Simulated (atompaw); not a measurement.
# zinc (Zn): one change to a PAW (atompaw) potential, before and after

```json
{
  "Element": "Zn (Z = 30)",
  "Generator": "atompaw 4.2.0.5",
  "Type": "PAW",
  "Functional": "PBE",
  "Relativity": "scalar-relativistic",
  "Frozen core": "[Ar]",
  "Valence charge": "12",
  "Reference configuration": "3d10 4s1.5 4p0.5",
  "Partial waves": "4s (bound): rc 2.65 bohr; 4s channel at 3.2 Ry: rc 2.40 bohr; 4p (bound): rc 2.65 bohr; 4p channel at 0.6 Ry: rc 2.65 bohr; 3d (bound): rc 1.65 bohr; 3d channel at 3.2 Ry: rc 1.65 bohr",
  "Local potential": "bessel scheme, radius 2.45 bohr",
  "Core correction": "smooth core density matched at 2.05 bohr",
  "Augmentation charge": "gaussian compensation charge, radius 2.50 bohr; PAW radius 2.65 bohr; waves and projectors: custom polynom2 7 10 vanderbiltortho"
}
```

Change: local potential bessel scheme, radius 1.94 bohr.

Cutoffs: the cutoffs (Ry, on a coarse ladder) from which the occupation-weighted sum of valence levels, in a spherical-Bessel basis at the reference potential, stays within 10 and 1 mRy of its value at 400 Ry; they do not see the model core or the augmentation charge, which bear on the density cutoff.

Question: What does the change do?

Answer: The potential gets harder (90 Ry and 260 Ry → 120 Ry and 260 Ry); a bound ghost appears in s, which as a rule spoils a file; the range in which the d phases agree widens (upper end 0.4 → at the end of the scan). A state that the projectors do not describe sees the local part alone, so a deeper or shallower local part can create or remove a ghost.

```csv
quantity,base,changed
"cutoff, loose",90 Ry,120 Ry
"cutoff, tight",260 Ry,260 Ry
bound ghosts,none,s
s: phases at 2.66 bohr within 0.05 rad from the reference energy up to (Ry; the scan ends near 5),3.5,4.0
p: phases at 2.66 bohr within 0.05 rad from the reference energy up to (Ry; the scan ends near 5),3.9,4.0
d: phases at 2.66 bohr within 0.05 rad from the reference energy up to (Ry; the scan ends near 5),0.4,to the end of the scan
lowest overlap eigenvalue by channel,"s 0.79, p 0.90, d 0.96","s 0.73, p 0.90, d 0.91"
```

 A true bound ghost makes a file unfit for plane-wave use even where its test errors are small: the radial tests pick states by their node count and pass the ghost by. The cutoffs see the waves, projectors and local potential, not the compensation charge or the core.
